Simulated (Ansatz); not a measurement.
Ansatz (a first-principles code) input (CCSD(T)/aug-cc-pVDZ):

Ansatz 0.2 input:
```yaml
crystal:
  periodic: [false, false, false]
  atoms:
    - {symbol: C, position_ang: [1.30511154, -0.19030126, 0.16000243]}
    - {symbol: C, position_ang: [0.10291222, -0.01500586, 0.01261670]}
    - {symbol: C, position_ang: [-1.21447998, 0.17708606, -0.14889130]}
    - {symbol: H, position_ang: [2.36004904, -0.34412407, 0.28933434]}
    - {symbol: H, position_ang: [-1.58759968, 1.04652208, -0.68808273]}
    - {symbol: H, position_ang: [-1.93371204, -0.53307168, 0.25638137]}
basis:
  gaussian:
    orbitals: aug-cc-pVDZ
total_charge: 1
magnetization: {spin_polarized: false}
correlation: {method: ccsd_t, electrons: outside_noble_gas}
output: {forces: true}
```

End of the output:

```
integrals: 0.12 GiB planned
969 factors; integrals over basis functions are off by at most 1.3e-3 eV
mean field: 0.22 GiB planned
mean field evaluation 1: about -3125.2458 eV, gradient 3.2e1 eV
mean field evaluation 2: about -3125.2459 eV, gradient 3.2e1 eV
mean field evaluation 4: about -3128.1821 eV, gradient 4.0e0 eV
mean field evaluation 8: about -3128.2410 eV, gradient 2.2e-1 eV
mean field evaluation 16: about -3128.2315 eV, gradient 1.4e0 eV
mean field -3128.24193310 eV, -114.9607706428 hartree, gradient 1.4e-6 eV, S^2 0.000000; 0 other end points of the search recorded, 0 dependent functions left out; unrestricted orbitals would lower it
mean field evaluation 32: about -3128.1708 eV, gradient 2.1e0 eV
3 core orbitals not correlated
reference -3128.24193310 eV, -114.9607706428 hartree; 7, 7 occupied and 86, 86 virtual orbitals, 969 factors
densities: 0.52 GiB planned
second order -9.78850385 eV of doubles, -0.00000000 eV of singles
coupled cluster: 0.36 GiB planned
cycle   1  -10.09750664 eV  change   -3.1e-1 eV  update   9.6e-2
cycle   2  -10.46769888 eV  change   -3.7e-1 eV  update   3.2e-2
cycle   3  -10.57050183 eV  change   -1.0e-1 eV  update   1.7e-2
cycle   4  -10.56603491 eV  change    4.5e-3 eV  update   4.6e-3
cycle   5  -10.56483203 eV  change    1.2e-3 eV  update   1.4e-3
cycle   6  -10.56462318 eV  change    2.1e-4 eV  update   4.4e-4
cycle   7  -10.56454686 eV  change    7.6e-5 eV  update   1.9e-4
cycle   8  -10.56456865 eV  change   -2.2e-5 eV  update   9.1e-5
cycle   9  -10.56454503 eV  change    2.4e-5 eV  update   4.4e-5
cycle  10  -10.56454264 eV  change    2.4e-6 eV  update   1.4e-5
cycle  11  -10.56454937 eV  change   -6.7e-6 eV  update   5.8e-6
cycle  12  -10.56454918 eV  change    1.9e-7 eV  update   1.4e-6
perturbative correction -0.51913479 eV, -0.0190778516 hartree
the calculation of the forces begins
Total energy: -3139.32561706 eV, -115.3680885157 hartree
Atom 0 at     1.305112    -0.190301     0.160002 Å, force     2.307093    -0.336402     0.282842 eV/Å
Atom 1 at     0.102912    -0.015006     0.012617 Å, force    -1.181380     0.172260    -0.144833 eV/Å
Atom 2 at    -1.214480     0.177086    -0.148891 Å, force    -1.222144     0.178204    -0.149831 eV/Å
Atom 3 at     2.360049    -0.344124     0.289334 Å, force     0.520637    -0.075915     0.063828 eV/Å
Atom 4 at    -1.587600     1.046522    -0.688083 Å, force    -0.142896     0.346776    -0.214854 eV/Å
Atom 5 at    -1.933712    -0.533072     0.256381 Å, force    -0.281310    -0.284921     0.162848 eV/Å
Dipole moment:    -0.075793     0.011052    -0.009292 e Å
```
